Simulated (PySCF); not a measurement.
`C=C[Si@H](S)[NH2+]C`, [C3H10NSSi]+, charge +1

Geometry:
| atom | x (Å) | y (Å) | z (Å) |
| --- | --- | --- | --- |
| C1 | 2.872 | 0.249 | -0.012 |
| C2 | 1.713 | 0.427 | 0.640 |
| Si3 | 0.150 | 0.715 | -0.280 |
| S4 | -1.109 | 2.280 | 0.366 |
| N5 | -0.869 | -0.896 | 0.001 |
| C6 | -2.176 | -0.960 | -0.703 |
| H7 | 2.940 | 0.246 | -1.106 |
| H8 | 3.814 | 0.104 | 0.527 |
| H9 | 1.716 | 0.443 | 1.737 |
| H10 | 0.259 | 0.684 | -1.756 |
| H11 | -0.560 | 2.338 | 1.603 |
| H12 | -1.017 | -1.015 | 1.011 |
| H13 | -0.278 | -1.691 | -0.275 |
| H14 | -2.795 | -0.116 | -0.373 |
| H15 | -2.005 | -0.885 | -1.785 |
| H16 | -2.685 | -1.905 | -0.475 |

Total charge +1.

Method: PySCF 2.14.0, GIAO CAM-B3LYP/pcSseg-1 magnetisability, rotational g tensor and spin-rotation constants, non-relativistic, gas phase. Geometry: PBE0-D3(BJ)/def2-SVP.

For an ion the centre-of-mass motion in the field is neglected.

Task: Give the nuclear spin-rotation constants along the inertial axes (H = +C I·J) beside the isotropic shieldings.

Result: Rotational constants 2.4833, 1.6296, 1.0735 GHz. A star marks the isotopologue with that one atom substituted, in its own axes.
```tsv
atom	isotope	Caa (kHz)	Cbb (kHz)	Ccc (kHz)	mean (kHz)	σ (ppm)
N5	14N	0.137	0.077	0.056	0.090	204.6
H7	1H	-0.249	-0.192	0.083	-0.119	24.2
H8	1H	0.148	-0.197	-0.080	-0.043	24.0
H9	1H	-0.268	-0.197	0.070	-0.132	25.3
H10	1H	-0.247	-0.170	0.029	-0.129	26.1
H11	1H	-0.260	-0.188	-0.052	-0.167	29.5
H12	1H	-0.353	-0.209	-0.003	-0.188	28.7
H13	1H	-0.235	-0.056	-0.148	-0.146	28.4
H14	1H	-0.162	-0.049	-0.129	-0.114	27.9
H15	1H	-0.292	-0.193	0.009	-0.159	28.5
H16	1H	-0.232	-0.050	-0.102	-0.128	28.1
C1	13C*	1.123	0.241	0.547	0.637	13.9
C2	13C*	0.918	0.223	0.467	0.536	52.8
Si3	29Si*	-1.583	-1.120	-0.749	-1.151	313.3
S4	33S*	0.450	0.265	0.152	0.289	699.6
C6	13C*	0.338	0.291	0.175	0.268	152.5
```
For the geometry as given, no vibrational averaging.

Task: How do the rotational constants and the g tensor change when H7, H8, H9, H10, H11, H12, H13, H14, H15, H16 are replaced by deuterium?

Result: Constants 2.1260, 1.3643, 0.9347 GHz; g 0.0020, 0.0076, 0.0027, against 0.0034, 0.0089, 0.0033 before.
